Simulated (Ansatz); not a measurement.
`[F][AlH][Br]` + H₂ → `[AlH2][Br]` + H–F at 700 K and 1 bar (hydrogenolysis of the Al–F bond).

Program: Ansatz. Geometries: PBE0-D4/def2-TZVP. ΔE: electronic, gas phase. CCSD(T)/CBS is the MP2 limit (def2-TZVPP, def2-QZVPP) plus CCSD(T) − MP2 in def2-TZVPP, frozen cores. This one scheme is used for every species. For Br outer-core shells are correlated without core-valence functions, which leaves a few kJ/mol of doubt a bond. Scalar relativity is left out up to krypton.

| species | CCSD(T)/CBS energy (Eh) | H − E (kJ/mol) | S (J/(mol·K)) |
| --- | --- | --- | --- |
| `[F][AlH][Br]` | -2915.86674 | 68.0 | 351.0 |
| H₂ | -1.17544 | 46.8 | 155.3 |
| `[AlH2][Br]` | -2816.58301 | 73.6 | 316.3 |
| H–F | -100.39570 | 45.2 | 198.5 |

H − E and S are ideal-gas, rigid-rotor, harmonic terms from PBE0-D4/def2-TZVP. The MP2-based limit puts H₂ 0.8 mEh under its directly extrapolated value; such offsets cancel only in part. 1 Eh = 2625.50 kJ/mol, R = 8.31446 J/(mol·K).

By hand: ΔE, ΔH, ΔS and ΔG.

ΔE = (-2816.58301) + (-100.39570) − (-2915.86674) − (-1.17544) = 0.06347 Eh = 166.6 kJ/mol. Δ(H − E) = 73.6 + 45.2 − 68.0 − 46.8 = 4.0, so ΔH = 170.6 kJ/mol. ΔS = 316.3 + 198.5 − 351.0 − 155.3 = 8.5 J/(mol·K). ΔG = 170.6 − 700 × (8.5)/1000 = 164.7 kJ/mol.

By hand: the equilibrium constant, and the temperature at which ΔG would vanish if ΔH and ΔS stayed fixed.

log₁₀ K = −ΔG/(RT ln 10) = -12.3. ΔG = 0 at ΔH/ΔS = 20071 K, far beyond where these terms or the molecules hold.

The number of gas molecules stays the same, so ΔS is small and ΔH decides. A doubt of 5 kJ/mol in ΔE shifts log₁₀ K by 0.4 here. These are equilibria of isolated gas molecules and say nothing of rates. Largest T1 diagnostic: 0.009 (customary marks: 0.02 for closed shells, 0.045 for open ones).
